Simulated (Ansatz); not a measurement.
Br2Cl2Hf, SMILES `[Cl][Hf]([Cl])([Br])[Br]` at its PBE0-D4/def2-TZVP geometry, where that method's forces vanish. Charge 0, multiplicity 1. Hf takes the def2 core potential.

| atom | x (Å) | y (Å) | z (Å) |
| --- | --- | --- | --- |
| Cl1 | -2.3237 | -0.1873 | -0.1007 |
| Hf2 | -0.0190 | -0.0124 | 0.0229 |
| Cl3 | 0.7003 | -0.8662 | 2.0504 |
| Br4 | 1.0051 | -1.2986 | -1.8228 |
| Br5 | 0.6373 | 2.3645 | -0.1497 |

(1) For each bond, give half the difference of the two atoms' forces along it (eV/Å; positive pushes the atoms apart) under PBE-D4, r2SCAN-D4, B3LYP-D4, ωB97M-V in def2-TZVPP. (Estimate.)

Results:

(1) Ansatz gave: 
```tsv
bond	length (Å)	PBE-D4	r2SCAN-D4	B3LYP-D4	ωB97M-V
Cl1–Hf2	2.315	0.11	0.08	0.15	0.06
Hf2–Cl3	2.315	0.11	0.08	0.15	0.06
Hf2–Br4	2.472	0.08	0.04	0.12	0.02
Hf2–Br5	2.472	0.08	0.04	0.12	0.02
```

B3LYP here is the variant with VWN-RPA as its local correlation; programs differ in this.
